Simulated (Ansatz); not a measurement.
```yaml
crystal:
  periodic: [false, false, false]
  atoms:
    - {symbol: C, position_ang: [-1.328834, 1.545718, 0.780878]}
    - {symbol: N, position_ang: [-1.180953, 0.329899, 0.494892]}
    - {symbol: Si, position_ang: [0.346288, -0.501491, 0.546931]}
    - {symbol: C, position_ang: [0.776105, -1.049014, -1.208737]}
    - {symbol: F, position_ang: [1.044116, 0.059120, -2.007162]}
    - {symbol: H, position_ang: [-2.316093, 2.015904, 0.702982]}
    - {symbol: H, position_ang: [-0.514122, 2.206238, 1.118096]}
    - {symbol: H, position_ang: [0.187336, -1.718135, 1.384617]}
    - {symbol: H, position_ang: [1.444969, 0.355998, 1.083089]}
    - {symbol: H, position_ang: [1.659458, -1.697322, -1.214462]}
    - {symbol: H, position_ang: [-0.052770, -1.603816, -1.660525]}
basis:
  gaussian: {orbitals: "6-311G**"}
hamiltonian: {xc: {name: B97}}
```

```sh
$ ansatz run in.yaml --threads 4 --pin off --events-out ev --progress --plain --max-ram 10444MiB
```

Question: How does Ansatz answer? (Best estimate.)

Answer: Ansatz gave: The program refused the input.
```
Error: <dir> can't be read: No such file or directory (os error 2)
```
